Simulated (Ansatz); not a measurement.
Cost and result for the atomization energy of CH3Cl2FSi (`FC([SiH3])(Cl)Cl`) (8 atoms, 7 bonds).

Cartesian coordinates in Å:
```
F 1.774 -0.153 -0.727
C 0.448 -0.418 -0.677
Si -0.404 0.502 0.774
Cl -0.270 0.098 -2.217
Cl 0.247 -2.170 -0.475
H -0.197 1.954 0.561
H 0.239 0.044 2.028
H -1.838 0.143 0.733
```

Total charge 0; spin multiplicity 1. The structure was optimised at the PBE0-D4/def2-TZVP level. Program: Ansatz. All runs use 4 threads of an Arm Neoverse V1 on a shared host. Times are those of one run each, without the atoms' runs, and a repeat can differ threefold. Electronic energies, without spin–orbit coupling; frozen cores. CCSD(T)/CBS adds CCSD(T) − MP2 in def2-TZVPP to the MP2 limit, and its time is that of the two runs behind it. T1 = 0.012. B3LYP takes the VWN-RPA correlation (the form of Gaussian; ORCA's B3LYP/G). HSE06 is the plane-wave form, built on full-range PBE exchange.

CCSD(T)/CBS is a level of theory with its own doubt, some kJ/mol a heavy atom from the limit and from the frozen cores, so smaller differences don't rank the functionals.

```csv
level,functions,wall time
LDA (SPW92)/def2-TZVPP,230,1.1 s
CCSD(T)/def2-SVP,97,2.8 s
PBE0-D4/def2-TZVPP,230,2.9 s
BHLYP-D4/def2-TZVPP,230,2.9 s
CAM-B3LYP-D4/def2-TZVPP,230,3.1 s
HSE06-D4/def2-TZVPP,230,3.2 s
B3LYP-D4/def2-TZVPP (with forces),230,4.3 s
B2PLYP/def2-TZVPP,230,4.6 s
PBE-QIDH/def2-TZVPP,230,4.9 s
B97M-V/def2-TZVPP,230,7 s
MP2/def2-QZVPP,414,15 s
CCSD(T)/def2-TZVPP,230,97 s
CCSD(T)/CBS(def2),–,110 s
```

Question: What atomization energy does each give, and how far from CCSD(T)/CBS? (Estimate.)

Answer: The calculation gave: 
```
                            level  atomization (kcal/mol)  difference from CCSD(T)/CBS  per bond
           LDA (SPW92)/def2-TZVPP                   690.2                        104.2      14.9
                 CCSD(T)/def2-SVP                   541.5                        -44.5      -6.4
               PBE0-D4/def2-TZVPP                   586.6                          0.6       0.1
              BHLYP-D4/def2-TZVPP                   559.3                        -26.7      -3.8
          CAM-B3LYP-D4/def2-TZVPP                   583.7                         -2.3      -0.3
              HSE06-D4/def2-TZVPP                   587.1                          1.1       0.2
B3LYP-D4/def2-TZVPP (with forces)                   580.6                         -5.4      -0.8
                B2PLYP/def2-TZVPP                   573.9                        -12.1      -1.7
              PBE-QIDH/def2-TZVPP                   580.8                         -5.2      -0.7
                B97M-V/def2-TZVPP                   588.6                          2.6       0.4
                   MP2/def2-QZVPP                   594.3                          8.3       1.2
               CCSD(T)/def2-TZVPP                   566.2                        -19.8      -2.8
                CCSD(T)/CBS(def2)                   586.0                          0.0       0.0
```

In def2-TZVPP, CCSD(T) changes the Hartree–Fock value by +161.4 kcal/mol (the triples alone add +12.7 kcal/mol) and MP2 by +177.8 kcal/mol; breaking electron pairs costs correlation energy, which Hartree–Fock lacks. Leaving LDA and LC-ωPBE aside and taking each functional with its dispersion term where it has one, the values, not all of them listed here, spread over 42.4 kcal/mol, from BHLYP-D4 to PBE-D4. LDA lies +93.8 kcal/mol from PBE without D4, its usual overbinding. At CCSD(T), def2-SVP lies −44.5 kcal/mol from the extrapolated value and def2-TZVPP −19.8 kcal/mol: correlation converges slowly with the basis, and small sets miss more of it in the bonded molecule than in its fragments.
